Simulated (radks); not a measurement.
The numbers below are computed, except where a source is named.
Problem. These are the eigenvalues of the occupied orbitals of an atom or ion with whole-number occupations (eV). Code: a radial shooting solver on a logarithmic mesh with Libxc functionals. Model: Dirac Kohn-Sham, XLYP, spin-unpolarised, spherical densities, finite nucleus; Fermi nuclear charge, rms radius of each element as measured or else 0.836 A^(1/3) + 0.57 fm.

1s1/2: -41607.94

Which element is it, and in what charge state? The configuration may be excited. Open shells, if any, are shared by 2j + 1.

Solution. Z = 55, caesium, charge +53: Cs53+ in [He]. The 1s level, -1529.1 hartree, gives Z - s = 55.3 by -(Z - s)^2/2, which with screening and relativity narrows Z to a few neighbours, and the depths must fix Z and the occupations together.
